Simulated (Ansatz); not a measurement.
Consider the cleavage of the Si–Al bond: `[SiH3][Al]([Cl])[Cl]` + `[NH2][GeH3]` → `[SiH3][NH][GeH3]` + `[Cl][AlH][Cl]`.

Program: Ansatz. Geometries: PBE0-D4/def2-TZVP. ΔE: electronic, gas phase. CCSD(T)/CBS adds triple-zeta CCSD(T) − MP2 to the extrapolated MP2 energy (def2 sets, frozen cores). This one scheme is used for every species. DFT in def2-TZVPP. For Ge outer-core shells are correlated without core-valence functions, which leaves a few kJ/mol of doubt a bond. Scalar relativity is left out up to krypton.

`[SiH3][Al]([Cl])[Cl]`:

```xyz
7

Si   -0.049   -1.021    0.495
Al    0.039    1.173   -0.554
Cl    1.328    1.540   -2.159
Cl   -1.147    2.767    0.094
H    -1.037   -1.044    1.605
H    -0.429   -2.045   -0.515
H     1.294   -1.370    1.033
```

`[NH2][GeH3]`:

```xyz
7

N    -0.161    0.939    0.666
Ge    0.233   -0.465   -0.462
H    -1.074    1.342    0.508
H    -0.088    0.702    1.646
H     1.659   -0.922   -0.124
H    -0.722   -1.677   -0.337
H     0.153    0.080   -1.897
```

`[SiH3][NH][GeH3]`:

Cartesian coordinates in Å:
```
Si 0.094 -1.581 0.000
N -0.399 -0.026 0.540
Ge 0.018 1.602 -0.206
H 0.374 -1.475 -1.456
H -0.985 -2.578 0.240
H 1.324 -2.099 0.667
H -0.797 0.033 1.466
H 0.288 1.347 -1.695
H 1.264 2.229 0.453
H -1.179 2.548 -0.008
```

`[Cl][AlH][Cl]`:

Cartesian coordinates in Å:
```
Cl -0.010 -1.274 -1.557
Al -0.105 -0.014 0.097
Cl 1.361 1.450 0.304
H -1.246 -0.163 1.156
```

CCSD(T)/CBS gives -0.45 eV.

Task: Another level gave -0.50 eV. Which?
A. ωB97X-V/def2-TZVPP
B. BHLYP/def2-TZVPP
C. r2SCAN/def2-TZVPP
D. SCS-MP2/def2-TZVPP

Result: B. BHLYP -0.50, ωB97X-V -0.44, r2SCAN -0.37, SCS-MP2/def2-TZVPP -0.56 eV.

Largest T1 diagnostic among the species: 0.011.

In def2-TZVPP, CCSD(T) changes the Hartree–Fock value by +0.16 eV (the triples alone add +0.02 eV) and MP2 by +0.07 eV. From PBE to PBE0 (25 % exact exchange), in def2-TZVPP and without D4, ΔE moves by −0.08 eV.
